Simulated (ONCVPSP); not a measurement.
## LDA (Perdew-Wang 92) ONCV dataset for thulium (Tm), scalar-relativistic all-electron reference.

Tm (Z = 69), optimised norm-conserving Vanderbilt (ONCV), made with ONCVPSP 4.0.1 (LDA (Perdew-Wang 92), scalar-relativistic). Core [Kr] 4d10 4f12, reference 5s2 5p6 5d1 6s2. Waves: 5s+6s: rc 2.35 bohr, ncon 4, nbas 9, qcut 5.8 1/bohr, 2 projectors; 5p: rc 1.35 bohr, ncon 4, nbas 9, qcut 7 1/bohr, 3 projectors, debl 0.6 Ha; 5d: rc 3.45 bohr, ncon 4, nbas 9, qcut 4.1 1/bohr, 2 projectors, debl 2.3 Ha. Local part: polynomial inside 1.05 bohr (lpopt 5, dvloc0 0 Ha). Core correction: Teter function fitted to the true core (icmod 2), fcfact 0.6.

In the p channel the program set the typed energies aside and used -1.121, 0.250, 0.850 Ha.

All-electron outer shells of the reference configuration (LDA (PZ), scalar-relativistic, ld1.x):

```json
{"shell": "5s", "level (eV)": "-57.79", "outermost node (bohr)": "0.59", "outermost maximum (bohr)": "1.08"}
{"shell": "5p", "level (eV)": "-30.50", "outermost node (bohr)": "0.63", "outermost maximum (bohr)": "1.24"}
{"shell": "4f", "level (eV)": "-9.76", "outermost node (bohr)": "–", "outermost maximum (bohr)": "0.49"}
{"shell": "6s", "level (eV)": "-4.64", "outermost node (bohr)": "1.46", "outermost maximum (bohr)": "3.09"}
{"shell": "5d", "level (eV)": "-2.14", "outermost node (bohr)": "0.71", "outermost maximum (bohr)": "1.87"}
```

Task: Does the generator finish with these settings?

Result: Yes, a potential is produced and its reference levels are reproduced.

Task: Estimate the cutoffs (Ha) at which the residual kinetic energy of the hardest occupied pseudo-wave falls to 1 and 0.1 mHa per electron.

Result: 23 Ha and 83 Ha.

Task: What does a ghost test show?

Result: Ghosts flagged at negative energy: s at -43.7 eV, p at -233.7 eV; GHOST(+) flagged for d at 161.8 eV. A true bound ghost makes a file unfit for plane-wave use.

Task: Which valence shell sets the plane-wave cutoff?

Result: 5p: 23 Ha for 1 mHa per electron, against 9 Ha for 6s.

Its largest configuration-test error is -7.5 meV (5s2 5p6 5d1 6s0). 1 of 4 tests not solved or not reliable.
